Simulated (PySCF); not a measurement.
## Ionisation energy of Ru⁺ by level of theory

Ru⁺ [Kr] 4d7 (4F) → Ru²⁺ [Kr] 4d6 (5D), as a difference of total energies. All numbers are calculated (PySCF 2.14, a scalar-relativistic core potential, in cc-pVDZ-PP with ECP28MDF (4s4p3d1f, 38 functions)). Correlated levels: valence: 4s2 4p6 frozen. The calculations carry no spin-orbit coupling.

**Question.** Order these methods by the ionisation energy they give, lowest first.
A. MP2 (valence)
B. M06-2X
C. UHF
D. TPSS

**Answer.** C (14.909 eV), A (15.973 eV), D (16.845 eV), B (17.017 eV).

The reference lies between the lowest fine-structure levels, while these numbers refer to the centres of the terms.

Errors of the correlated levels include the incompleteness of this basis and the frozen core.

For comparison: 16.76 ± 0.06 eV (semi-empirical (NIST evaluation); NIST Atomic Spectra Database, ionization energies).
